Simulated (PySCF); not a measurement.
# Telling isomers of C₆H₇N₃ apart by NMR

PySCF 2.14 calculation with GFN2-xTB structure and PBE0/pcSseg-1 with gauge-including orbitals; non-relativistic, no solvent, equivalent nuclei averaged, one computed conformer.

δ = σ(ref) − σ, references computed at the same level: 1H (σ = 31.72 ppm) and 13C (σ = 186.93 ppm) against TMS. Where no couplings were computed, multiplicities follow the n + 1 count of equivalent neighbours, and m marks all less simple cases (inequivalent or close neighbours, rings, F or P nearby). Shifts are as computed. Against solution values, carbons near 30 ppm lie about +3 ppm off and those near 130 ppm about +5 ppm. Of 1211 compounds with measured shifts, 218 miss one by over three times the rms of a fit or turn the order of signals round; such compounds aren't used in these exercises.

(1) Tabulate the signals of `C=Cc1nncnc1C`, `C=Cc1nncn1C=C`, `c1ncc(C2CC2)nn1`, `C=Cc1nnncc1C`, `C#Cc1c(C)nnn1C`, `C#Cc1cnn(CC)n1` and their relative energies.

(2) What is the quickest way to tell C=Cc1nncnc1C from C=Cc1nnncc1C?

(3) What is the quickest way to tell c1ncc(C2CC2)nn1 from C#Cc1cnn(CC)n1?

(4) What is the quickest way to tell c1ncc(C2CC2)nn1 from C#Cc1c(C)nnn1C?

Answers

(1) 
```tsv
SMILES	carbon types	δC	δH	E rel. (kcal/mol)
C=Cc1nncnc1C	2×C 2×CH 1×CH2 1×CH3	160.8, 160.5, 159.8, 134.8, 132.9, 23.7	9.67 (s, 1H), 8.12 (m, 1H), 7.13 (m, 1H), 6.19 (m, 1H), 2.70 (s, 3H)	0.0
C=Cc1nncn1C=C	1×C 3×CH 2×CH2	154.0, 140.6, 131.9, 130.3, 124.2, 105.1	8.33 (s, 1H), 7.56 (m, 1H), 6.98 (m, 1H), 6.51 (m, 1H), 6.02 (m, 1H), 5.64 (m, 1H), 5.17 (m, 1H)	4.7
c1ncc(C2CC2)nn1	1×C 3×CH 2×CH2	171.9, 160.7, 152.4, 17.5, 16.5	9.84 (s, 1H), 8.63 (s, 1H), 1.82 (m, 1H), 1.61 (m, 2H), 1.29 (m, 2H)	6.1
C=Cc1nnncc1C	2×C 2×CH 1×CH2 1×CH3	156.2, 155.7, 136.9, 134.9, 129.0, 17.0	8.99 (s, 1H), 8.38 (m, 1H), 7.15 (m, 1H), 6.41 (m, 1H), 2.35 (s, 3H)	17.7
C#Cc1c(C)nnn1C	3×C 1×CH 2×CH3	155.3, 123.8, 103.2, 75.9, 36.0, 14.0	4.16 (s, 3H), 3.77 (s, 1H), 2.65 (s, 3H)	21.9
C#Cc1cnn(CC)n1	2×C 2×CH 1×CH2 1×CH3	145.1, 135.0, 90.8, 79.2, 51.8, 19.4	7.78 (s, 1H), 4.51 (q, 2H), 2.87 (s, 1H), 1.49 (t, 3H)	20.9
```

Energies are electronic energies at PBE0/pcSseg-1 on these geometries, without zero-point or thermal terms, each for the one conformer computed, which needn't be the lowest.

(2) Both give the same number of carbon signals, with the same numbers of each carbon type, so the positions decide. The first has a methyl carbon on an aromatic ring (CH3) at 23.7 ppm, the second a substituted aromatic carbon (C) at 129.0 ppm. Their most deshielded carbons lie at 160.8 and 156.2 ppm. In the proton spectra the most deshielded non-exchanging signals are 9.67 (s, 1H) and 8.99 (s, 1H).

(3) Count the carbon signals: 5 against 6. The first has a three-membered-ring carbon (CH) at 16.5 ppm, the second a terminal alkyne carbon (CH) at 90.8 ppm. Their most deshielded carbons lie at 171.9 and 145.1 ppm. In the proton spectra the most deshielded non-exchanging signals are 9.84 (s, 1H) and 7.78 (s, 1H).

(4) Count the carbon signals: 5 against 6. The first has a three-membered-ring carbon (CH2) at 17.5 ppm, the second an alkyne carbon (C) at 75.9 ppm. Their most deshielded carbons lie at 171.9 and 155.3 ppm. In the proton spectra the most deshielded non-exchanging signals are 9.84 (s, 1H) and 4.16 (s, 3H).
